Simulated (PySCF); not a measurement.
# Ga⁷⁺: ionisation energy

Ga⁷⁺ [Ar] 3d6 [3d3/2^4 3d5/2^2, M_J = 4] → Ga⁸⁺ [Ar] 3d5 [3d3/2^4 3d5/2^1, M_J = 5/2], as a difference of total energies. All numbers are calculated (PySCF 2.14, the two-component X2C-1e Hamiltonian, in an even-tempered Gaussian basis (18 s from 0.34 bohr⁻², ratio 2.8; 13 p from 0.45 bohr⁻², ratio 2.8; 9 d from 0.45 bohr⁻², ratio 2.8; 4 f from 2.5 bohr⁻², ratio 3)). Correlated levels: [Ne] frozen; the 76 highest virtual spinors dropped. "Screened" scales the spin-orbit matrix elements by Boettger's factors to mimic the two-electron term; Breit and QED terms are absent.

```csv
method,ionisation energy (eV)
GHF (screened spin-orbit),168.19
GMP2 (screened spin-orbit),169.67
```

Problem. How much does correlation contribute at GMP2 (screened spin-orbit)?

Solution. 169.67 − (168.19) = 1.48 eV, measured against GHF (screened spin-orbit).

The labels give the starting determinants; with spin-orbit coupling the two ends relaxed to ⟨J²⟩ = 20.00, ⟨L²⟩ = 6.04, ⟨S²⟩ = 5.98 and ⟨J²⟩ = 8.75, ⟨L²⟩ = 0.01, ⟨S²⟩ = 8.73.

For comparison: 169.9 ± 1.7 eV (theoretical estimate listed by NIST; NIST Atomic Spectra Database, ionization energies).
